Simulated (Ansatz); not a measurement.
C₂H₉AlO (`C[O+](C)[AlH3-]`), relaxed with RKS PBE0-D4/def2-TZVP in Ansatz from a PBE-D4/def2-SVP geometry. The force threshold is 0.005 eV/Å; the program also tests the step.

Charge 0, multiplicity 1.

Start:

```xyz
13

C    -1.130   -0.719   -0.635
O     0.078   -0.339    0.039
C    -0.056   -0.241    1.463
Al    1.303    0.975   -0.891
H    -0.887   -0.780   -1.712
H    -1.467   -1.709   -0.264
H    -1.926    0.039   -0.469
H    -0.373   -1.221    1.876
H    -0.798    0.542    1.734
H     0.939    0.033    1.858
H     1.342    0.262   -2.338
H     2.570    0.842    0.098
H     0.406    2.316   -0.759
```

**Question.** By how much does the energy fall, and how many steps does the optimiser take? (An estimate is asked.)

**Answer.** Ansatz gave: 4.58 kJ/mol, in 5 steps.

**Question.** Which bonds change most? (An estimate is asked.)

**Answer.** Ansatz gave: O2–Al4 from 2.023 to 1.981 Å; C1–H7 from 1.112 to 1.094 Å; C3–H9 from 1.112 to 1.094 Å; C3–H8 from 1.110 to 1.092 Å.

**Question.** Give the relaxed structure. (Best estimate.)

**Answer.** Computed: 
```xyz
13

C    -1.110   -0.715   -0.632
O     0.100   -0.362    0.032
C    -0.050   -0.237    1.444
Al    1.272    0.956   -0.870
H    -0.875   -0.802   -1.691
H    -1.467   -1.671   -0.244
H    -1.865    0.061   -0.479
H    -0.396   -1.188    1.854
H    -0.763    0.558    1.679
H     0.931    0.011    1.845
H     1.319    0.280   -2.319
H     2.544    0.842    0.092
H     0.359    2.266   -0.712
```
